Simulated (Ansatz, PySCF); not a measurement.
Reaction (SMILES): [SnH2][O][SnH3] → [SnH2-][O][SnH3] (an electron is taken up)
Geometries: B3LYP-D3(BJ)/def2-TZVP minima from Ansatz (an electronic-structure program), one conformer each, not searched for the lowest. Frequencies are from Ansatz.

Property: adiabatic electron affinity (0 K, with B3LYP-D3(BJ) harmonic zero-point energies), positive where the reaction releases energy, in eV. Cores are frozen in the correlated levels unless marked. Open shells are spin-unrestricted. No spin-orbit coupling. Frozen are the shells of the preceding noble gas and the d and f shells that filled before the atom's block. Past Kr the def2 sets carry scalar-relativistic core potentials. STO-3G rows are all-electron and non-relativistic. Anions need diffuse functions: def2-D sets add few; the other sets have none. 

| level | program | adiabatic electron affinity (eV) |
|---|---|---|
| HF/def2-QZVPPD | Ansatz | 1.13 |
| BLYP-D3(BJ)/def2-TZVPD | Ansatz + dftd3 | 2.25 |
| revPBE/def2-TZVPD | Ansatz | 2.18 |
| r2SCAN/def2-TZVPD | Ansatz | 2.16 |
| PBE0-D4/def2-TZVP | Ansatz + dftd4 | 2.15 |
| PBE0/def2-TZVP | Ansatz | 2.11 |
| PBE0/def2-TZVPD | Ansatz | 2.15 |
| PBE0/def2-QZVPP | Ansatz | 2.13 |
| BHLYP-D3(BJ)/def2-TZVPD | Ansatz + dftd3 | 2.08 |
| BHLYP-D4/def2-TZVPD | Ansatz + dftd4 | 2.13 |
| TPSSh-D4/def2-TZVPD | PySCF + dftd4 | 2.24 |
| M06-2X/def2-TZVPD | PySCF | 2.00 |
| B2GP-PLYP-D4/def2-TZVPD | Ansatz + dftd4 | 2.14 |
| B2PLYP/def2-TZVPD | Ansatz | 2.16 |
| PBE-QIDH/def2-TZVPD | Ansatz | 2.07 |
| RPA@PBE/def2-QZVPP | Ansatz | 2.45 |
| MP2/STO-3G | Ansatz | -3.75 |
| CCSD/def2-TZVPP | Ansatz | 2.01 |
| CCSD/def2-TZVPPD | Ansatz | 2.06 |
| CCSD(T)/def2-TZVPPD | Ansatz | 2.13 |
